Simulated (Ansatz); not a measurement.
Steps of a relaxation of C₂H₆MgO, SMILES `C[CH2][Mg][OH]` with RKS PBE-D4/def2-SVP.

```sh
$ ansatz run in.yaml --threads 4 --pin off --events-out ev --progress --plain --max-ram 10444MiB
```

```yaml
crystal:
  periodic: [false, false, false]
  atoms:
    - {symbol: C, position_ang: [-1.193900, 0.703200, 0.305100]}
    - {symbol: C, position_ang: [-0.508900, -0.506300, 0.730600]}
    - {symbol: Mg, position_ang: [1.287500, -0.692500, -0.431300]}
    - {symbol: O, position_ang: [3.081300, -0.858200, -1.483700]}
    - {symbol: H, position_ang: [-1.483600, 0.669800, -0.804900]}
    - {symbol: H, position_ang: [-2.181700, 0.873800, 0.874000]}
    - {symbol: H, position_ang: [-0.572200, 1.638800, 0.466300]}
    - {symbol: H, position_ang: [-0.214000, -0.418800, 1.803900]}
    - {symbol: H, position_ang: [-1.136900, -1.380300, 0.600800]}
    - {symbol: H, position_ang: [3.005700, -0.080800, -2.057900]}
basis:
  gaussian: {orbitals: def2-SVP}
hamiltonian: {xc: pbe, dispersion: d4}
relax: {f_tol: 0.03, max_steps: 200}
```

Positions (Å) and forces (eV/Å) along the path, 9 of 9 steps:

```xyz
10
step=1 energy=-9649.8035 eV
C    -1.194    0.703    0.305   -1.950    2.469   -0.996
C    -0.509   -0.506    0.731    2.027   -1.030    0.641
Mg    1.288   -0.693   -0.431    1.847   -0.471   -0.821
O     3.081   -0.858   -1.484   -2.213    0.013    1.439
H    -1.484    0.670   -0.805    0.174    0.236    0.922
H    -2.182    0.874    0.874    0.767    0.032   -0.524
H    -0.572    1.639    0.466   -0.483   -0.429   -0.187
H    -0.214   -0.419    1.804   -0.062   -0.302   -0.095
H    -1.137   -1.380    0.601   -0.402   -0.830    0.070
H     3.006   -0.081   -2.058    0.294    0.311   -0.447
10
step=2 energy=-9650.2881 eV
C    -1.244    0.740    0.311   -0.815    0.965   -0.343
C    -0.454   -0.488    0.688    0.750   -0.321    0.103
Mg    1.355   -0.735   -0.418    0.877   -0.096   -0.481
O     3.009   -0.876   -1.411   -1.146    0.733    0.129
H    -1.568    0.753   -0.766    0.154   -0.078    0.338
H    -2.202    0.873    0.895    0.347   -0.137   -0.124
H    -0.682    1.697    0.461   -0.058   -0.256   -0.010
H    -0.150   -0.459    1.761   -0.103   -0.028   -0.020
H    -1.044   -1.412    0.559   -0.193   -0.190    0.029
H     3.062   -0.144   -2.076    0.188   -0.593    0.379
10
step=3 energy=-9650.3810 eV
C    -1.266    0.756    0.315   -0.083    0.132   -0.003
C    -0.416   -0.472    0.661    0.069   -0.155    0.068
Mg    1.381   -0.679   -0.447   -0.595    0.006    0.443
O     2.940   -0.863   -1.351    0.531    0.908   -1.286
H    -1.585    0.767   -0.747   -0.025   -0.020   -0.061
H    -2.199    0.828    0.920    0.021   -0.030    0.003
H    -0.720    1.709    0.481    0.021    0.011    0.018
H    -0.155   -0.462    1.745    0.023    0.009   -0.020
H    -1.013   -1.405    0.529    0.006    0.030   -0.023
H     3.116   -0.230   -2.104    0.032   -0.890    0.860
10
step=4 energy=-9650.4413 eV
C    -1.292    0.763    0.330   -0.007    0.015    0.002
C    -0.420   -0.461    0.656    0.039   -0.031   -0.002
Mg    1.370   -0.646   -0.454   -0.199    0.025    0.111
O     2.921   -0.834   -1.379   -0.135   -0.227    0.319
H    -1.624    0.775   -0.731   -0.002   -0.002    0.000
H    -2.218    0.808    0.947    0.004   -0.005   -0.002
H    -0.757    1.722    0.502    0.002   -0.004    0.000
H    -0.141   -0.457    1.733   -0.015    0.009    0.044
H    -1.006   -1.398    0.517   -0.020   -0.012   -0.003
H     3.251   -0.322   -2.118    0.332    0.233   -0.467
10
step=5 energy=-9650.4557 eV
C    -1.314    0.765    0.344    0.020   -0.052    0.009
C    -0.423   -0.453    0.657   -0.037    0.046    0.009
Mg    1.349   -0.597   -0.486    0.153   -0.031   -0.082
O     2.908   -0.836   -1.407    0.132    0.343   -0.382
H    -1.656    0.777   -0.713   -0.002    0.006    0.003
H    -2.234    0.792    0.972   -0.006    0.011   -0.003
H    -0.788    1.729    0.518   -0.005    0.002    0.000
H    -0.145   -0.450    1.736    0.018   -0.008   -0.013
H    -1.002   -1.393    0.514    0.004   -0.004   -0.005
H     3.388   -0.385   -2.132   -0.278   -0.313    0.464
10
step=6 energy=-9650.4646 eV
C    -1.329    0.763    0.356   -0.036    0.042    0.009
C    -0.432   -0.446    0.662    0.107   -0.059   -0.044
Mg    1.335   -0.579   -0.494    0.104    0.033   -0.097
O     2.839   -0.711   -1.465    0.134    0.044   -0.134
H    -1.669    0.782   -0.702    0.001   -0.007    0.003
H    -2.251    0.783    0.981   -0.004   -0.003    0.007
H    -0.810    1.729    0.536    0.001    0.001    0.000
H    -0.133   -0.451    1.734   -0.030    0.014    0.019
H    -0.996   -1.394    0.514   -0.032   -0.008    0.013
H     3.529   -0.526   -2.119   -0.245   -0.058    0.226
10
step=7 energy=-9650.4649 eV
C    -1.325    0.759    0.360   -0.035    0.059   -0.111
C    -0.418   -0.450    0.646   -0.178    0.058    0.150
Mg    1.334   -0.561   -0.507    0.022   -0.008   -0.014
O     2.843   -0.726   -1.451    0.067   -0.009   -0.039
H    -1.675    0.776   -0.694   -0.024    0.021   -0.011
H    -2.242    0.778    0.992    0.028   -0.028    0.009
H    -0.808    1.727    0.531    0.006    0.002    0.011
H    -0.140   -0.442    1.724    0.074   -0.068    0.010
H    -1.000   -1.390    0.510    0.042   -0.026   -0.010
H     3.515   -0.521   -2.109   -0.002   -0.002    0.004
10
step=8 energy=-9650.4657 eV
C    -1.338    0.763    0.366   -0.021    0.064   -0.105
C    -0.413   -0.435    0.631   -0.133    0.028    0.126
Mg    1.339   -0.554   -0.518    0.001    0.013   -0.016
O     2.856   -0.750   -1.443    0.096   -0.008   -0.061
H    -1.703    0.785   -0.683   -0.015    0.021   -0.026
H    -2.247    0.760    1.009   -0.015   -0.020    0.033
H    -0.835    1.737    0.543    0.015    0.013    0.001
H    -0.122   -0.434    1.705    0.057   -0.062    0.039
H    -0.982   -1.381    0.491    0.017   -0.043    0.002
H     3.528   -0.541   -2.099   -0.003   -0.005    0.007
10
step=9 energy=-9650.4682 eV
C    -1.342    0.766    0.364   -0.009   -0.002    0.008
C    -0.421   -0.435    0.640    0.006    0.007   -0.009
Mg    1.338   -0.547   -0.524   -0.004   -0.004    0.005
O     2.863   -0.755   -1.444    0.009   -0.003   -0.004
H    -1.705    0.787   -0.686   -0.002    0.002   -0.002
H    -2.250    0.766    1.009    0.001    0.004   -0.003
H    -0.834    1.738    0.541    0.000    0.003    0.000
H    -0.116   -0.444    1.711    0.001   -0.001    0.009
H    -0.981   -1.386    0.494   -0.005   -0.008    0.001
H     3.532   -0.541   -2.102    0.003    0.003   -0.005
```

It took 9 s on 4 threads of an Arm Neoverse V1 on a shared host, with 0.13 GiB of host memory at the peak.
